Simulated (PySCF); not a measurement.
Species: C6H9NS.
Atom-mapped SMILES: `[CH3:1][S:2][c:3]1[cH:4][cH:5][cH:6][n:7]1[CH3:8]` (hydrogens: H9, H10, H11 on C1; H12 on C4; H13 on C5; H14 on C6; H15, H16, H17 on C8)

Computed with PySCF at wB97X-D/def2-SVPD, non-relativistic, on one gas-phase PBE0-D3(BJ)/def2-SVP geometry that isn't relaxed in the solvent. The solvent is an IEF-PCM continuum (van der Waals radii × 1.2). Only the electrostatic response of the medium enters.

Gas phase at wB97X-D/def2-SVPD: HOMO -7.15 eV, LUMO 2.07 eV, dipole 0.73 D.

What does the continuum do to the energy, the frontier levels and the dipole at wB97X-D/def2-SVPD in chloroform and acetonitrile?

```json
{"solvent": "chloroform", "ε": "4.711", "E(solvent) − E(gas) (kJ/mol)": "-16.77", "polarisation term (kJ/mol)": "-18.55", "distortion of the solute (kJ/mol)": "1.78", "HOMO (eV)": "-7.26", "LUMO (eV)": "2.13", "dipole (D)": "0.89"}
{"solvent": "acetonitrile", "ε": "35.69", "E(solvent) − E(gas) (kJ/mol)": "-23.58", "polarisation term (kJ/mol)": "-27.17", "distortion of the solute (kJ/mol)": "3.59", "HOMO (eV)": "-7.32", "LUMO (eV)": "2.12", "dipole (D)": "0.93"}
```

The polarisation term is half the interaction of the solute with the surface charges that it induces; the rest is the cost of distorting the solute's density. The sum is the electrostatic part of solvation alone. From chloroform to acetonitrile the lowering changes by a factor 1.41, Onsager's factor (ε − 1)/(2ε + 1) by 1.35 and ε itself by 7.6.

How does the static polarisability (wB97X-D/def2-SVPD, frozen core, with the continuum's full static response) change?

```csv
medium,isotropic (au),principal values (au),⟨r²⟩ of the electrons (bohr²)
gas,99.0,"67.4, 105.9, 123.8",1183.9
chloroform,126.0,"86.5, 135.8, 155.6",1182.4
acetonitrile,139.2,"99.2, 149.4, 169.0",1181.7
```

The isotropic value in acetonitrile is 1.41 times the gas-phase one; no cavity-field correction is applied. ⟨r²⟩ is taken about the centre of nuclear charge.

The values belong to the conformer `[CH3:1][S:2][c:3]1[cH:4][cH:5][cH:6][n:7]1[CH3:8]`: C1–S2–C3–C4 1°.

wB97X-D is run here without its empirical dispersion term; that term would change no orbital, density or response property at a fixed geometry.
